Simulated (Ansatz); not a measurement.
`[F][InH2]` + NH₃ → `[NH2][InH2]` + H–F at 400 K and 1 bar (ligand exchange at the In–F bond).

Calculated with Ansatz (gas phase, PBE0-D4/def2-TZVP geometries, no zero-point term in ΔE). CCSD(T)/CBS adds triple-zeta CCSD(T) − MP2 to the extrapolated MP2 energy (def2 sets, frozen cores). This one scheme is used for every species. def2 core potentials past Kr. For In outer-core shells are correlated without core-valence functions, which leaves a few kJ/mol of doubt a bond.

| species | CCSD(T)/CBS energy (Eh) | H − E (kJ/mol) | S (J/(mol·K)) |
| --- | --- | --- | --- |
| `[F][InH2]` | -290.81142 | 53.0 | 281.4 |
| NH₃ | -56.50880 | 104.2 | 203.1 |
| `[NH2][InH2]` | -246.90424 | 118.2 | 303.3 |
| H–F | -100.39570 | 36.5 | 182.2 |

H − E and S are ideal-gas, rigid-rotor, harmonic terms from PBE0-D4/def2-TZVP. 1 Eh = 2625.50 kJ/mol, R = 8.31446 J/(mol·K).

**Question.** By hand: ΔE, ΔH, ΔS and ΔG.

**Answer.** ΔE = (-246.90424) + (-100.39570) − (-290.81142) − (-56.50880) = 0.02028 Eh = 53.2 kJ/mol. Δ(H − E) = 118.2 + 36.5 − 53.0 − 104.2 = -2.5, so ΔH = 50.7 kJ/mol. ΔS = 303.3 + 182.2 − 281.4 − 203.1 = 1.0 J/(mol·K). ΔG = 50.7 − 400 × (1.0)/1000 = 50.3 kJ/mol.

**Question.** By hand: the equilibrium constant, and the temperature at which ΔG would vanish if ΔH and ΔS stayed fixed.

**Answer.** log₁₀ K = −ΔG/(RT ln 10) = -6.6. ΔG = 0 at ΔH/ΔS = 50700 K, far beyond where these terms or the molecules hold.

The number of gas molecules stays the same, so ΔS is small and ΔH decides. A doubt of 5 kJ/mol in ΔE shifts log₁₀ K by 0.7 here. These are equilibria of isolated gas molecules and say nothing of rates. Largest T1 diagnostic: 0.016 (customary marks: 0.02 for closed shells, 0.045 for open ones).
